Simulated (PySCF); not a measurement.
## Frontier orbitals and the lowest excitations

Species: C₅H₉BO₂.
Geometry (PBE0-D3(BJ)/def2-SVP, Å), atoms numbered from 1 in this order:
```xyz
17
C5H9BO2 angstrom
C      2.321   -1.562    0.177
C      2.144   -0.247    0.054
C      0.922    0.396   -0.537
C      0.214    1.263    0.461
C     -1.045    1.122    0.911
B     -2.087    0.018    0.537
O     -1.796   -0.984   -0.342
O     -3.341    0.011    1.086
H      1.555   -2.269   -0.158
H      3.230   -1.978    0.619
H      2.928    0.433    0.414
H      0.243   -0.367   -0.937
H      1.237    1.042   -1.380
H      0.819    2.091    0.858
H     -1.367    1.875    1.644
H     -2.550   -1.575   -0.444
H     -3.486    0.737    1.699
```

Level of theory: TDDFT B3LYP/def2-SVPD, vertical, gas phase, core orbitals frozen in the response (PySCF 2.14.0, density-fitted response routines).

Kohn–Sham orbitals with the atoms that hold most of them (Löwdin shares over 4%, at most four atoms; ? is withheld):

```json
{"orbital": "LUMO+2", "ε (eV)": "0.23", "atoms": "C2 32%, C1 32%, H9 6%, C4 6%"}
{"orbital": "LUMO+1", "ε (eV)": "-0.17", "atoms": "B6 40%, O8 16%, H17 12%, O7 10%"}
{"orbital": "LUMO", "ε (eV)": "-0.97", "atoms": "?"}
{"orbital": "HOMO", "ε (eV)": "-7.14", "atoms": "C1 35%, C2 32%, C4 8%, C5 7%"}
{"orbital": "HOMO-1", "ε (eV)": "-7.37", "atoms": "?"}
{"orbital": "HOMO-2", "ε (eV)": "-8.81", "atoms": "C5 19%, C4 15%, B6 12%, C3 11%"}
{"orbital": "HOMO-3", "ε (eV)": "-9.08", "atoms": "O7 46%, O8 41%, B6 7%"}
```

Task: Give the leading atoms of the HOMO-1.

Result: C5 (bonded to B, C and H) 32%; C4 (bonded to 2 C and H) 27%; C3 (bonded to 2 C and 2 H) 9%; C2 (bonded to 2 C and H) 6%.

Task: Which atoms hold the LUMO, and with what shares?

Result: C4 (bonded to 2 C and H) 29%; C5 (bonded to B, C and H) 23%; B6 (bonded to C and 2 O) 14%; O8 (bonded to B and H) 6%. By element: carbon 52% or more, boron 14%, oxygen 6% or more.

Task: How does S1 compare with the orbital gap of 6.16 eV?

Result: S1 is at 5.39 eV (f = 0.031), 0.78 eV below the gap, made of HOMO→LUMO (90%). Without the coupling terms of the response equations the lowest excitation would equal the gap.

Task: One configuration dominates each of S1, S2 and S5. Which, and how do the shares of the two leading atoms of either orbital change from the occupied to the empty one?

Result: 
- S1 (5.39 eV, f 0.031), HOMO→LUMO (90%): C1 35% → at most 7%, C2 32% → at most 7%, C4 8% → 29%, C5 7% → 23%
- S2 (6.16 eV, f 0.320), HOMO-1→LUMO (80%): C5 32% → 23%, C4 27% → 29%
- S5 (6.55 eV, f 0.0020), HOMO-2→LUMO (97%): C5 19% → 23%, C4 15% → 29%

Löwdin shares depend on the basis, the more so with diffuse functions.

One conformer stands for the species.
